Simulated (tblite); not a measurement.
Parent: `[F:1][C@@H:2]1[CH2:3][SiH2:4][CH2:5][SiH2:6]1` with F1–C2–C3–Si4 -75°, C2–C3–Si4–C5 -38°, C3–Si4–C5–Si6 19°, Si4–C5–Si6–C2 0°, C3H9FSi2.

Structures optimised with GFN2-xTB, isolated species. One conformer each, not checked by frequencies here.

```tsv
coordinate of the parent	value
F1–C2	1.399 Å
C2–C3	1.524 Å
C3–Si4	1.908 Å
Si4–C5	1.913 Å
C5–Si6	1.905 Å
C2–Si6	1.927 Å
F1–C2–C3	108.3°
F1–C2–Si6	107.2°
C3–C2–Si6	110.1°
C2–C3–Si4	108.4°
C3–Si4–C5	98.9°
Si4–C5–Si6	107.0°
C2–Si6–C5	99.7°
```

**Question.** How does the shared frame change in `[F:1][CH2:2][Si@@H:3]1[CH2:4][SiH2:5][C@@H:6]([F:7])[CH2:8]1` with F1–C2–Si3–C4 51°, C2–Si3–C4–Si5 -127°, Si3–C4–Si5–C6 -10°, C4–Si5–C6–F7 -83°, Si5–C6–C8–Si3 -43°, C4H10F2Si2? Atoms pair as F1 = F7, C2 = C6, C3 = C8, Si4 = Si3, C5 = C4, Si6 = Si5 (parent first).

**Answer.** 
```csv
parent,relative,value in the relative,change
F1–C2,F7–C6,1.400 Å,+0.001
C2–C3,C6–C8,1.524 Å,0.000
C3–Si4,C8–Si3,1.908 Å,0.000
Si4–C5,Si3–C4,1.909 Å,-0.004
C5–Si6,C4–Si5,1.907 Å,+0.002
C2–Si6,C6–Si5,1.926 Å,-0.001
F1–C2–C3,F7–C6–C8,108.3°,0.0
F1–C2–Si6,F7–C6–Si5,106.9°,-0.3
C3–C2–Si6,C8–C6–Si5,109.7°,-0.4
C2–C3–Si4,C6–C8–Si3,107.6°,-0.8
C3–Si4–C5,C8–Si3–C4,100.6°,+1.7
Si4–C5–Si6,Si3–C4–Si5,106.7°,-0.3
C2–Si6–C5,C6–Si5–C4,99.0°,-0.7
```

Of the parent's bonds, Si4–C5 changes most (-0.004 Å). Bonds of the relative outside the shared frame: F1–C2 1.383, C2–Si3 1.920 Å. Point group C1 → C1.

**Question.** How does the shared frame change in `[CH3:1][O:2][CH2:3][Si@@H:4]1[CH2:5][SiH2:6][C@H:7]([F:8])[CH2:9]1` with C1–O2–C3–Si4 -179°, O2–C3–Si4–C5 -64°, C3–Si4–C5–Si6 -102°, Si4–C5–Si6–C7 5°, C5–Si6–C7–F8 88°, Si6–C7–C9–Si4 42°, C5H13FOSi2? Atoms pair as F1 = F8, C2 = C7, C3 = C9, Si4 = Si4, C5 = C5, Si6 = Si6 (parent first).

**Answer.** 
```csv
parent,relative,value in the relative,change
F1–C2,F8–C7,1.400 Å,+0.001
C2–C3,C7–C9,1.524 Å,0.000
C3–Si4,C9–Si4,1.914 Å,+0.006
Si4–C5,Si4–C5,1.912 Å,-0.001
C5–Si6,C5–Si6,1.905 Å,0.000
C2–Si6,C7–Si6,1.928 Å,+0.001
F1–C2–C3,F8–C7–C9,108.4°,+0.1
F1–C2–Si6,F8–C7–Si6,107.1°,-0.1
C3–C2–Si6,C9–C7–Si6,109.7°,-0.4
C2–C3–Si4,C7–C9–Si4,108.4°,0.0
C3–Si4–C5,C9–Si4–C5,99.6°,+0.7
Si4–C5–Si6,Si4–C5–Si6,107.0°,0.0
C2–Si6–C5,C7–Si6–C5,99.8°,+0.1
```

Of the parent's bonds, C3–Si4 changes most (+0.006 Å). Bonds of the relative outside the shared frame: C1–O2 1.403, O2–C3 1.416, C3–Si4 1.906 Å. Point group C1 → C1.

**Question.** How does the shared frame change in `[CH2:1]=[CH:2][CH2:3][Si@@H:4]1[CH2:5][SiH2:6][C@@H:7]([F:8])[CH2:9]1` with C1–C2–C3–Si4 -101°, C2–C3–Si4–C5 52°, C3–Si4–C5–Si6 -121°, Si4–C5–Si6–C7 -18°, C5–Si6–C7–F8 -79°, Si6–C7–C9–Si4 -43°, C6H13FSi2? Atoms pair as F1 = F8, C2 = C7, C3 = C9, Si4 = Si4, C5 = C5, Si6 = Si6 (parent first).

**Answer.** 
| parent | relative | value in the relative | change |
| --- | --- | --- | --- |
| F1–C2 | F8–C7 | 1.399 Å | 0.000 |
| C2–C3 | C7–C9 | 1.523 Å | -0.001 |
| C3–Si4 | C9–Si4 | 1.912 Å | +0.004 |
| Si4–C5 | Si4–C5 | 1.913 Å | 0.000 |
| C5–Si6 | C5–Si6 | 1.902 Å | -0.003 |
| C2–Si6 | C7–Si6 | 1.924 Å | -0.003 |
| F1–C2–C3 | F8–C7–C9 | 108.5° | +0.2 |
| F1–C2–Si6 | F8–C7–Si6 | 107.1° | -0.1 |
| C3–C2–Si6 | C9–C7–Si6 | 109.4° | -0.7 |
| C2–C3–Si4 | C7–C9–Si4 | 108.2° | -0.2 |
| C3–Si4–C5 | C9–Si4–C5 | 100.9° | +2.0 |
| Si4–C5–Si6 | Si4–C5–Si6 | 106.7° | -0.3 |
| C2–Si6–C5 | C7–Si6–C5 | 98.4° | -1.3 |

Of the parent's bonds, C3–Si4, C5–Si6 and C2–Si6 change most and about equally (-0.003 to +0.004 Å). Bonds of the relative outside the shared frame: C1=C2 1.322, C2–C3 1.485, C3–Si4 1.916 Å. Point group C1 → C1.

**Question.** How does the shared frame change in `[OH:1][Si@@H:2]1[CH2:3][SiH2:4][C@H:5]([F:6])[CH2:7]1` with H–O1–Si2–C3 70°, O1–Si2–C3–Si4 -97°, Si2–C3–Si4–C5 1°, C3–Si4–C5–F6 87°, Si4–C5–C7–Si2 45°, C3H9FOSi2? Atoms pair as F1 = F6, C2 = C5, C3 = C7, Si4 = Si2, C5 = C3, Si6 = Si4 (parent first).

**Answer.** 
| parent | relative | value in the relative | change |
| --- | --- | --- | --- |
| F1–C2 | F6–C5 | 1.406 Å | +0.007 |
| C2–C3 | C5–C7 | 1.523 Å | -0.001 |
| C3–Si4 | C7–Si2 | 1.911 Å | +0.003 |
| Si4–C5 | Si2–C3 | 1.915 Å | +0.002 |
| C5–Si6 | C3–Si4 | 1.903 Å | -0.002 |
| C2–Si6 | C5–Si4 | 1.929 Å | +0.002 |
| F1–C2–C3 | F6–C5–C7 | 107.9° | -0.4 |
| F1–C2–Si6 | F6–C5–Si4 | 106.8° | -0.4 |
| C3–C2–Si6 | C7–C5–Si4 | 109.3° | -0.8 |
| C2–C3–Si4 | C5–C7–Si2 | 107.2° | -1.2 |
| C3–Si4–C5 | C7–Si2–C3 | 98.4° | -0.5 |
| Si4–C5–Si6 | Si2–C3–Si4 | 106.9° | -0.1 |
| C2–Si6–C5 | C5–Si4–C3 | 99.3° | -0.4 |

Of the parent's bonds, F1–C2 changes most (+0.007 Å). Bonds of the relative outside the shared frame: O1–Si2 1.625 Å. Point group C1 → C1.

**Question.** How does the shared frame change in `[F:1][CH:2]([F:3])[Si@@H:4]1[CH2:5][SiH2:6][C@H:7]([F:8])[CH2:9]1` with F1–C2–Si4–C5 -60°, C2–Si4–C5–Si6 -102°, Si4–C5–Si6–C7 8°, C5–Si6–C7–F8 85°, Si6–C7–C9–Si4 42°, C4H9F3Si2? Atoms pair as F1 = F8, C2 = C7, C3 = C9, Si4 = Si4, C5 = C5, Si6 = Si6 (parent first).

**Answer.** 
```tsv
parent	relative	value in the relative	change
F1–C2	F8–C7	1.399 Å	0.000
C2–C3	C7–C9	1.526 Å	+0.002
C3–Si4	C9–Si4	1.908 Å	0.000
Si4–C5	Si4–C5	1.907 Å	-0.006
C5–Si6	C5–Si6	1.911 Å	+0.006
C2–Si6	C7–Si6	1.928 Å	+0.001
F1–C2–C3	F8–C7–C9	108.1°	-0.2
F1–C2–Si6	F8–C7–Si6	106.5°	-0.7
C3–C2–Si6	C9–C7–Si6	110.0°	-0.1
C2–C3–Si4	C7–C9–Si4	107.8°	-0.6
C3–Si4–C5	C9–Si4–C5	100.7°	+1.8
Si4–C5–Si6	Si4–C5–Si6	106.8°	-0.2
C2–Si6–C5	C7–Si6–C5	99.1°	-0.6
```

Of the parent's bonds, Si4–C5 and C5–Si6 change most and about equally (-0.006 to +0.006 Å). Bonds of the relative outside the shared frame: F1–C2 1.366, C2–F3 1.364, C2–Si4 1.939 Å. Point group C1 → C1.

All values are computed, not measured.
